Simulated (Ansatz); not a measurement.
Task: Name a neutral molecule of Hf, O with LUMO energy (PBE/def2-TZVPP) between -3.50 and -3.20 eV and size of the dipole moment (ωB97M-V/def2-TZVPP) between 3.60 and 3.90 D (Ansatz, PBE0-D4/def2-TZVP geometry).

Result: `[O]=[Hf]` (-3.41 eV, 3.62 D). Other molecules can fit too; these were computed, each in one conformer that needn't be the lowest.
